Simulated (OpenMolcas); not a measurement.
## 4s² 4p² along the 32-electron sequence

```
Program             : OpenMolcas
Method              : SS-CASPT2, IPEA 0.25 Eh, imaginary shift 0.1 Eh
Basis               : ANO-RCC-VQZP
Scalar Hamiltonian  : DKH2, point nucleus
Spin-orbit coupling : state interaction with AMFI integrals over the reference wave functions, term energies averaged over their components
```

Active space for each ion: 4 electrons in 8 orbitals (4s 4p 5s 5p); closed shells correlated by CASPT2: 3d.

Computed levels in cm-1 above ³P₀:

| Level | As+ | Se2+ | Br3+ | Kr4+ |
| --- | --- | --- | --- | --- |
| ³P₁ | 887 | 1474 | 2240 | 3250 |
| ³P₂ | 2160 | 3410 | 4950 | 6800 |
| ¹D₂ | 9850 | 12710 | 15910 | 19170 |
| ¹S₀ | 21660 | 27300 | 32900 | 38410 |
| weight of ³P in the lowest level (%) | 99 | 99 | 98 | 97 |

Measured, with the error of the calculation in %. Measured levels: As+ from NIST Handbook of Basic Atomic Spectroscopic Data; Se2+ from Moore, Atomic Energy Levels, vol. II, NSRDS-NBS 35 (1971 reprint of NBS Circular 467, 1952); Kr4+ from Saloman, J. Phys. Chem. Ref. Data 36, 215 (2007).

| Level | As+ | Se2+ | Kr4+ |
| --- | --- | --- | --- |
| ³P₁ | 1063 (-16.6) | 1741 (-15.3) | 3743 (-13.3) |
| ³P₂ | 2541 (-15.1) | 3937 (-13.5) | 7595 (-10.5) |
| ¹D₂ | 10096 (-2.4) | 13032 (-2.5) | 19723 (-2.8) |
| ¹S₀ | 22599 (-4.2) |  | 39204 (-2.0) |

The fine-structure level ³P₂ changes by a factor of 3.15 from As+ to Kr4+. Its fourth root runs 6.82, 7.64, 8.39, 9.08, with steps per unit of Z of 0.82, 0.75, 0.69; equal steps would mean a (Z - σ)^4 law with constant σ.

¹D₂ changes by a factor of 1.95 over the same range, with steps per unit of Z of +2860, +3200, +3260 cm-1.

Term energies are means over components that CASPT2 splits; among the terms shown or strongly mixed into the levels shown the widest spread is 65 cm-1 (4s² 4p² ¹D, Br3+). Over all roots computed the reference weight is 0.84 to 0.98 in As+, 0.84 to 0.98 in Se2+, 0.85 to 0.98 in Br3+, 0.86 to 0.98 in Kr4+; the roots of lowest weight are the least certain, and an intruder state may touch them. The run also gave levels led by 4s² 4p 5s, which use shells meant for correlation; these and all levels above them are left out (holds for As+). The run also gave levels led by 4s² 4p 5p, which use shells meant for correlation; these and all levels above them are left out (holds for Se2+). Active for correlation alone: 5p 5s; no level in the range computed is led by a configuration that fills them, so any true level of that kind is missing (holds for Br3+; Kr4+). Computed and measured levels are paired by configuration, term and J; levels that our copy of the source lacks, or whose pairing is in doubt (as where it misses far off the trend of its configuration), stay unpaired and out of the deviations. Levels of configurations outside the active space are missing.
